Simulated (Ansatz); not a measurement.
`C[CH](C)[Al]([OH])[OH]` → Al• + 3 C• + 9 H• + 2 O•  (atomization)

Computed with Ansatz on PBE0-D4/def2-TZVP structures; ΔE is electronic, products minus reactants. CBS: MP2 limit from def2 TZ/QZ plus the TZ coupled-cluster correction, frozen cores. This one scheme is used for every species, atoms too. For atomizations the MP2-based limit and the directly extrapolated one differ by several kJ/mol either way, and by 10 to 25 for some Ge, Se and Sn compounds, so smaller differences from it don't rank the levels. DFT in def2-TZVPP. No spin–orbit coupling; open shells (•) take unrestricted orbitals. Spin–orbit coupling would lower the free atoms: a little for Al, C, O. Each species was taken in one conformer, which may not be the lowest.

```csv
level,ΔE (kJ/mol),difference from CCSD(T)/CBS
revPBE-D4,5814.8,-76.7
PBE0-D4,5860.6,-30.9
ωB97X-V,5874.2,-17.3
PBE,5927.0,35.5
revPBE,5728.7,-162.8
BLYP,5785.9,-105.6
PBE0,5836.5,-55.0
HF/def2-QZVPP,4345.8,-1545.7
SCS-MP2/def2-QZVPP,5909.4,17.9
CCSD/CBS(def2),5815.1,-76.4
CCSD(T)/CBS,5891.5,0
```

Largest T1 diagnostic among the species: 0.018.

From BLYP to BHLYP (50 % exact exchange), in def2-TZVPP and without D4, ΔE moves by −118.5 kJ/mol: exact exchange takes away binding that semilocal exchange gives to molecules. In def2-TZVPP, CCSD(T) changes the Hartree–Fock value by +1408.6 kJ/mol (the triples alone add +76.4 kJ/mol) and MP2 by +1511.7 kJ/mol; breaking electron pairs costs correlation energy, which Hartree–Fock lacks. At CCSD(T), def2-SVP lies −311.3 kJ/mol from the extrapolated value and def2-TZVPP −145.6 kJ/mol: correlation converges slowly with the basis, and small sets miss more of it in the bonded molecule than in its fragments.
